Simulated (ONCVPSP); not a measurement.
# Ranking ONCV potentials for Dy (Z = 66)

All share these settings but for the change named:

Dy, optimised norm-conserving Vanderbilt (ONCV), made with ONCVPSP 4.0.1 (PBE, scalar-relativistic). Core [Kr] 4d10 4f9, reference 5s2 5p6 5d1 6s1.75 6p0.25. Waves: 5s+6s: rc 2.50 bohr, ncon 5, nbas 9, qcut 6.1 1/bohr, 2 projectors; 5p+6p: rc 2.10 bohr, ncon 4, nbas 7, qcut 7.4 1/bohr, 2 projectors; 5d: rc 3.60 bohr, ncon 4, nbas 9, qcut 4.9 1/bohr, 3 projectors, debl 2.3 Ha; f scattering state at 0.08 Ha: rc 3.95 bohr, ncon 4, nbas 9, qcut 3.2 1/bohr, 2 projectors, debl 0.6 Ha. Local part: polynomial inside 1.70 bohr (lpopt 5, dvloc0 1 Ha). Core correction: Teter function fitted to the true core (icmod 2), fcfact 0.5.

Test errors are all-electron minus pseudo excitation energies from the reference, over 5s2 5p6 5d1 6s2 6p0; 5s2 5p6 5d1 6s1 6p0; 5s2 5p6 5d1 6s0 6p0; 5s2 5p6 5d1.5 6s1.5 6p0. None of these files shows a bound ghost.

The base gives 9.2 meV.

Of 9 variants that were run, those that failed, showed a ghost or another fault, or gave nearly equal values are left out.

A variant can come out equal or close to the base, since the largest error may sit in a test that the change hardly touches while other tests move.

**Question.** Rank these variants by their largest absolute test error, smallest first.
A. s: ncon 3, nbas 7
B. core correction Teter function fitted to the true core (icmod 2), fcfact 0.78
C. s: qcut 4.2

**Answer.** C (6.2 meV), A (8.1 meV), B (9.7 meV).
